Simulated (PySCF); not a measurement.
**A small calculation by hand: dipole moment from atomic charges**

imidazole (C₃H₄N₂), SMILES n1c[nH]cc1. Atoms are numbered in the order given.

```xyz
9

C      0.2372    -1.1476     0.0000
C     -1.0133    -0.5647     0.0000
N     -0.7716     0.7906     0.0000
C      0.5840     0.9626     0.0000
N      1.2181    -0.1892     0.0000
H      0.4770    -2.2113     0.0000
H     -2.0213    -0.9740     0.0000
H     -1.4735     1.5220     0.0000
H      1.0449     1.9515     0.0000
```
Charge 0, spin multiplicity 1.

Geometry: r2SCAN-D4/def2-SVP.

Charges (e) from ωB97X/def2-TZVP in PySCF:

| atom | ESP fit | IAO |
|---|---|---|
| C1 | 0.138 | -0.094 |
| C2 | -0.333 | -0.140 |
| N3 | -0.200 | -0.243 |
| C4 | 0.192 | 0.043 |
| N5 | -0.515 | -0.340 |
| H6 | 0.106 | 0.157 |
| H7 | 0.204 | 0.163 |
| H8 | 0.307 | 0.293 |
| H9 | 0.100 | 0.161 |

The dipole moment of the full density is 3.86 D.

Q: What dipole moment does each set of point charges give, and which comes closer to that of the density?

A: 
μ = Σ q r, and 1 e Å = 4.8032 D.
ESP fit: Σ q r = (-0.700, 0.383, 0.000) e Å, |μ| = 3.83 D.
IAO: Σ q r = (-0.600, 0.355, 0.000) e Å, |μ| = 3.35 D.
ESP fit comes closer in size. Point charges leave out the atoms' own dipoles (lone pairs, polarised bonds); fits to the potential absorb them, partitions of the density don't.
